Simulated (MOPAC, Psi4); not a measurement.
Approach curve of the dimer H6B3N3 ··· Cl- (SMILES B1NBNBN1 and [Cl-]) (charge -1). Monomers: optimised at B3LYP-D3(BJ) (def2-TZVP), held rigid. Orientation: lowest of the rigid-body minima from ten starts at GFN2-xTB. The monomers approach along the line of their centres of mass (distance R); nothing else relaxes.

Levels of theory: HF/aug-cc-pVDZ, counterpoise-corrected (Psi4); PM3, restricted, heats of formation (MOPAC); SAPT0/jun-cc-pVDZ, frozen core (Psi4).

Interaction energies in kJ/mol:

```tsv
R / Å	HF/aug-cc-pVDZ	PM3
4.21	9.82	-49.96
4.39	-16.40	-43.92
4.58	-28.65	-37.58
4.80	-32.84	-32.70
4.99	-32.31	-27.46
5.27	-28.76	-19.98
5.60	-23.63	-13.95
6.05	-17.57	-9.38
6.77	-11.06	-5.68
7.76	-6.30	-3.12
9.11	-3.30	-1.53
```

**Question.** Estimate the SAPT0/jun-cc-pVDZ values at these points.

**Answer.** 4.21: -14.85; 4.39: -32.77; 4.58: -39.55; 4.80: -39.94; 4.99: -37.34; 5.27: -31.84; 5.60: -25.35; 6.05: -18.31; 6.77: -11.25; 7.76: -6.32; 9.11: -3.30 (kJ/mol).
